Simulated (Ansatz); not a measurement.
Z-matrix (Å, degrees):
```
C
F 1 1.331
Cl 1 1.757 2 109.0
F 1 1.328 2 108.4 3 -119.6
C 1 1.560 2 108.6 3 121.2
Cl 5 1.753 1 110.6 2 178.5
F 5 1.337 1 108.0 2 -61.5
Cl 5 1.759 1 108.8 2 56.7
```

Charge 0, multiplicity 1.

(1) List the PBE/def2-TZVPP orbital energies in eV (the Gaussian-basis code of Ansatz). (An estimate is asked.)

## Answers

(1) Computed: Occupied: -2740.06, -2740.04, -2739.97, -661.69, -661.69, -661.66, -275.75, -275.15, -250.62, -250.60, -250.53, -191.41, -191.39, -191.32, -191.10, -191.09, -191.08, -191.07, -191.02, -191.01, -33.25, -32.29, -31.45, -23.47, -22.37, -21.47, -18.65, -16.60, -15.23, -15.07, -14.27, -13.58, -13.24, -11.69, -11.34, -10.89, -10.70, -10.35, -9.70, -8.97, -8.72, -8.58, -8.28, -8.24, -7.82. Lowest empty: -1.82, -1.45, -0.48, 0.36, 1.93, 2.05, 2.62, 3.39.
